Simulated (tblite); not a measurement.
C6H10OSi (charge +1 and doublet state).
Z-matrix (Å and degrees, GFN2-xTB geometry), rows numbered from 1:
```
C 
C   1  1.5133
C   2  1.4728  1  115.04
C   3  1.4144  2  125.40  1  -179.31
O   4  1.3080  3  111.08  2  -179.64
C   5  1.3707  4  108.25  3     0.04
Si  6  1.8961  5  116.23  4   179.31
C   6  1.3823  5  108.69  4    -0.20
H   1  1.0893  2  111.00  3   -59.85
H   1  1.0893  2  110.94  3    59.72
H   1  1.0861  2  110.21  3   179.99
H   2  1.0996  1  110.07  3   122.92
H   2  1.0995  1  110.18  3  -123.20
H   4  1.0765  3  130.34  2     0.43
H   7  1.4560  6  106.18  5  -177.54
H   7  1.4687  6  103.87  5   -54.56
H   7  1.4699  6  103.91  5    59.95
H   8  1.0702  3  127.24  2    -0.35
```

The geometry is computed with GFN2-xTB (gas phase). This method treats the open shell by occupation alone, without spin polarisation.

Masses are those of the commonest isotopes; rigid-rotor values at the optimised geometry. The values belong to one conformer with, in the numbering `[CH3:1][CH2:2][C+:3]1[CH:4][O:5][C:6]([SiH3:7])=[CH:8]1`, C1–C2–C3–C4 -179°.

What are A, B and C (MHz)?

Ia = 120.27, Ib = 566.06, Ic = 674.39 u·Å²; 505379 MHz·u·Å²/I gives A = 4202, B = 892.8, C = 749.4 MHz.

What kind of rotor is it?

A near-prolate asymmetric top; Ray's κ = -0.917.

What does the inertial defect say?

Not planar: Δ = Ic − Ia − Ib = -11.95 u·Å². For a rigid frame Δ = −2 Σ m c², so Σ m c² = 5.97 u·Å² lies off the ab plane: 5.97 from hydrogen and 0.01 from heavier atoms. The atom farthest from that plane is 1.22 Å away.

Give the other two planar moments, Paa and Pbb, and the rms extents of the mass along the axes.

Paa = Σ m a² = (Ib + Ic − Ia)/2 = 560.09 and Pbb = Σ m b² = (Ia + Ic − Ib)/2 = 114.30 u·Å². With the mass M = 126.05 u, the rms extents √(P/M) along a, b and c are 2.11, 0.95, 0.22 Å.

Give the coordinates in the principal-axis frame, origin at the centre of mass.

The sense of each axis is arbitrary; atoms in the order of the calculation.
```
atom  mass (u)   a (Å)   b (Å)   c (Å)
  C1    12.000  -3.223  -1.224   0.005
  C2    12.000  -2.695   0.194  -0.013
  C3    12.000  -1.227   0.313   0.000
  C4    12.000  -0.503   1.529   0.001
  O5    15.995   0.786   1.309   0.006
  C6    12.000   0.990  -0.047   0.008
 Si7    27.977   2.797  -0.622  -0.005
  C8    12.000  -0.239  -0.680   0.008
  H9     1.008  -2.871  -1.782  -0.862
 H10     1.008  -2.887  -1.753   0.896
 H11     1.008  -4.309  -1.220  -0.006
 H12     1.008  -3.080   0.729  -0.893
 H13     1.008  -3.101   0.761   0.837
 H14     1.008  -0.852   2.547  -0.001
 H15     1.008   2.759  -2.077  -0.062
 H16     1.008   3.374   0.056  -1.174
 H17     1.008   3.360  -0.046   1.224
 H18     1.008  -0.386  -1.740   0.011
```

List the rotational levels J(Ka,Kc) to J = 5 (cm⁻¹).

Above 0(0,0):
J = 1: 1(0,1) 0.0548, 1(1,1) 0.1652, 1(1,0) 0.1699
J = 2: 2(0,2) 0.1642, 2(1,2) 0.2699, 2(1,1) 0.2843, 2(2,1) 0.6154, 2(2,0) 0.6156
J = 3: 3(0,3) 0.3279, 3(1,3) 0.4270, 3(1,2) 0.4557, 3(2,2) 0.7798, 3(2,1) 0.7805, 3(3,1) 1.3437, 3(3,0) 1.3437
J = 4: 4(0,4) 0.5455, 4(1,4) 0.6362, 4(1,3) 0.6841, 4(2,3) 0.9988, 4(2,2) 1.0010, 4(3,2) 1.5631, 4(3,1) 1.5632, 4(4,1) 2.3523, 4(4,0) 2.3523
J = 5: 5(0,5) 0.8164, 5(1,5) 0.8975, 5(1,4) 0.9692, 5(2,4) 1.2723, 5(2,3) 1.2776, 5(3,3) 1.8375, 5(3,2) 1.8376, 5(4,2) 2.6265, 5(4,1) 2.6265, 5(5,1) 3.6412, 5(5,0) 3.6412
Those of J = 1 are B + C, A + C and A + B.

For this open shell read J as N, the rotation without spin; fine and hyperfine splittings come on top. Its GFN2-xTB frequencies are all real (lowest 53 cm⁻¹). Constants of a rigid frame at the computed geometry: no zero-point averaging, no centrifugal distortion.

Time: 1.6 s wall. Hardware: Intel Xeon Platinum 8375C at 2.90 GHz, one thread, no GPU, shared host. That covers the optimisation of the geometry.
